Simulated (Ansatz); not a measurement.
Relaxation of BBrH$_{4}$O (7 atoms, charge 0, multiplicity 1), to a largest force component of 0.03 eV/Å in at most 50 steps.

Method: RKS LDA/def2-SVP in Ansatz.

```xyz
7
Properties=species:S:1:pos:R:3
B 0.004 -0.260 -0.002
H -0.077 -0.507 1.181
H 1.051 0.091 -0.516
O -1.046 -0.446 -0.812
H -1.864 -0.726 -0.358
Br -0.316 2.751 1.148
H -0.081 1.312 1.541
```

Task: Where does it end, and by what steps?

Result: The forces met the threshold. After 8 steps the energy has fallen by 0.071 eV; H2 moved furthest, 0.18 Å.

```tsv
step	energy less start (eV)	largest force component (eV/Å)	accepted
0	0.0000	1.166	yes
1	-0.0548	0.377	yes
2	-0.0656	0.237	yes
3	-0.0673	0.147	yes
4	-0.0696	0.070	yes
5	-0.0701	0.093	yes
6	-0.0705	0.052	yes
7	-0.0706	0.037	yes
8	-0.0707	0.015	yes
```

```xyz
7
Properties=species:S:1:pos:R:3
B 0.016 -0.219 -0.016
H -0.076 -0.335 1.216
H 1.077 0.053 -0.543
O -1.034 -0.477 -0.801
H -1.858 -0.697 -0.325
Br -0.297 2.667 1.223
H -0.157 1.223 1.427
```

Whether the end is a true minimum wasn't checked by a vibrational analysis.

The run took 10 s on 1 thread of Arm Neoverse V2, on a shared host, peak memory 0.14 GiB.
